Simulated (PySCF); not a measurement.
PySCF job for Be(F)(SiH3) (BeFH3Si), SMILES [F][Be][SiH3], IEF-PCM-PBE0/def2-SVP. Geometry optimised at PBE0-D3(BJ)/def2-TZVP.

```python
import numpy as np
from pyscf import gto, scf, dft
from pyscf.solvent import pcm

mol = gto.M(
    atom='''
    Be    0.00000000    0.00000000   -0.87667416
    F    -0.00000000    0.00000000   -2.24674033
    Si    0.00000000   -0.00000000    1.29973784
    H     1.20153894    0.69370883    1.84367662
    H    -0.00000001   -1.38741766    1.84367662
    H    -1.20153894    0.69370884    1.84367662
    ''',
    basis='def2-SVP',
    charge=0,
    spin=0,
    max_memory=1600,
    verbose=3,
)
mf = dft.RKS(mol, xc='pbe0').density_fit(auxbasis='def2-universal-jkfit')
mf.grids.level = 3
mf.conv_tol = 1e-9
mf.max_cycle = 100
mf.kernel()
res = {}
for name, eps in {'water': 78.355, '1-octanol': 9.8629, 'toluene': 2.3741}.items():
    s = mf.PCM()
    s.with_solvent.method, s.with_solvent.eps, s.with_solvent.lebedev_order = 'IEF-PCM', eps, 29
    s.kernel(mf.make_rdm1())
    res[name] = (s.e_tot, eps, s.dip_moment(), s.mo_energy, s.converged)
    print(f'{name}: electrostatic solvation free energy {(s.e_tot - mf.e_tot) * 627.509474:.3f} kcal/mol')
```

Output:

```
converged SCF energy = -405.512482247511

WARN: PCM is an experimental feature. It is still in testing.
Features and APIs may be changed in the future.

converged SCF energy = -405.520826190548
Dipole moment(X, Y, Z, Debye):  0.00000, -0.00009,  0.27526
water: electrostatic solvation free energy -5.236 kcal/mol

WARN: PCM is an experimental feature. It is still in testing.
Features and APIs may be changed in the future.

converged SCF energy = -405.519601741179
Dipole moment(X, Y, Z, Debye):  0.00000, -0.00008,  0.33430
1-octanol: electrostatic solvation free energy -4.468 kcal/mol

WARN: PCM is an experimental feature. It is still in testing.
Features and APIs may be changed in the future.

converged SCF energy = -405.516229293547
Dipole moment(X, Y, Z, Debye):  0.00000, -0.00004,  0.47003
toluene: electrostatic solvation free energy -2.351 kcal/mol
```

The calculation finished and met its thresholds.
